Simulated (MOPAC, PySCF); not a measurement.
H2BF, SMILES `BF`, neutral singlet in the gas phase. 

Cartesian coordinates (Å):
```xyz
4

B     -0.0512     0.0099     0.0006
F      1.2463    -0.2406    -0.0149
H     -0.3975     1.1515     0.0039
H     -0.7975    -0.9208     0.0105
```
Charge 0, multiplicity 1.

All levels are single points at this geometry (B3LYP-D3(BJ)/def2-TZVP); Pople sets use spherical d functions. Orbital energies aren't observables, and empty levels follow the basis.

```
level                            HOMO (eV)  LUMO (eV)  gap (eV)  dipole (D)  vertical IE, Delta-SCF (eV)
-------------------------------  ---------  ---------  --------  ----------  ---------------------------
PBE-D3(BJ)/def2-TZVP in PySCF        -7.76      -2.23      5.53        0.62                        12.10
ωB97X-D3(BJ)/def2-TZVP in PySCF     -11.98       1.01     12.98        0.78                        12.67
B3LYP/3-21G in PySCF                 -8.87      -1.03      7.84        0.48                            –
B3LYP/6-311+G** in PySCF             -9.22      -1.58      7.64        0.86                            –
B3LYP/6-31G* in PySCF                -8.88      -0.88      7.99        0.50                        12.35
BP86/6-31G* in PySCF                 -7.59      -1.80      5.79        0.35                            –
M06-2X/6-31G* in PySCF              -10.62       0.45     11.06        0.62                            –
HF/3-21G in PySCF                   -13.18       3.02     16.20        1.00                            –
HF/6-31G* in PySCF                  -13.17       3.28     16.46        0.89                        12.33
HF/STO-3G in PySCF                  -10.97       7.47     18.43        0.22                            –
AM1 in MOPAC                        -11.14       1.80     12.94        0.60                            –
PM3 in MOPAC                        -12.60       0.17     12.77        0.36                            –
PM7 in MOPAC                        -11.60      -0.33     11.26        1.44                            –
```
